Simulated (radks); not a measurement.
These are the eigenvalues of the occupied orbitals of an atom or ion with whole-number occupations (hartree). All-electron calculation, scalar-relativistic Kohn-Sham, PBE, spin-polarised, spherical densities, finite nucleus; Fermi nuclear charge, rms radius of each element as measured or else 0.836 A^(1/3) + 0.57 fm. Program: a radial shooting solver on a logarithmic mesh with Libxc functionals.

| orbital | eigenvalue |
|---|---|
| 1s | -585.6759 |
| 2s | -79.30467 |
| 2p | -70.46662 |
| 3s | -12.26595 |
| 3p | -9.41349 |
| 3d | -4.70449 |
| 4s | -1.50304 |
| 4p | -0.83871 |
| 5s | -0.12959 |

Which element is it, and in what charge state? The configuration may be excited. Open shells, if any, are filled with parallel spins first.

Answer. Z = 38, strontium, charge 0: Sr in [Kr] 5s2. The list shows which subshells hold electrons but not how many an open one holds; the 1s level, -585.68 hartree, gives Z - s = 34.2 by -(Z - s)^2/2, which with screening and relativity narrows Z to a few neighbours, and the depths of the outer levels then fix element, charge and occupations together.
